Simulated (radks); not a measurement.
The numbers below are computed, except where a source is named.
Os14+, configuration [Kr] 4d10 4f14 5s2 (the NIST ground configuration). Level of theory: scalar-relativistic Kohn-Sham, MS2 meta-GGA, spin-unpolarised, spherical densities, finite nucleus; meta-GGA in the generalised Kohn-Sham scheme; Fermi nuclear charge, rms radius 5.4126 fm (a radial shooting solver on a logarithmic mesh with Libxc functionals).

Normalised radial functions P(r) = r R(r), r in bohr:

r	4s	4p
0.002501	0.3101	0.0228
0.003256	0.3598	0.0352
0.00424	0.4075	0.0541
0.005566	0.4469	0.0835
0.007247	0.4645	0.1257
0.009437	0.4463	0.1861
0.01229	0.3743	0.2689
0.016	0.2312	0.3755
0.021	0.0017	0.5035
0.02735	-0.2814	0.6234
0.03561	-0.5609	0.6943
0.04637	-0.7217	0.6482
0.06086	-0.6146	0.4024
0.07925	-0.1650	-0.0516
0.1032	0.5067	-0.6072
0.1344	1.0184	-0.9828
0.175	0.8943	-0.8355
0.2297	-0.0430	-0.0185
0.2991	-1.2089	1.0385
0.3894	-1.8049	1.6858
0.5071	-1.5264	1.5683
0.6603	-0.8243	0.9620
0.8667	-0.2712	0.3771
1.128	-0.0537	0.0933
1.469	-0.0055	0.0127
1.913	-0.0002	0.0008
2.491	0.0000	0.0000

4s: eigenvalue -903.98 eV, 3 radial nodes at r = 0.0210, 0.0849, 0.227 bohr, <r> = 0.431 bohr, 90 % of the charge inside 0.617 bohr. 4p: eigenvalue -742.15 eV, 2 radial nodes at r = 0.0773, 0.231 bohr, <r> = 0.458 bohr, 90 % of the charge inside 0.663 bohr.
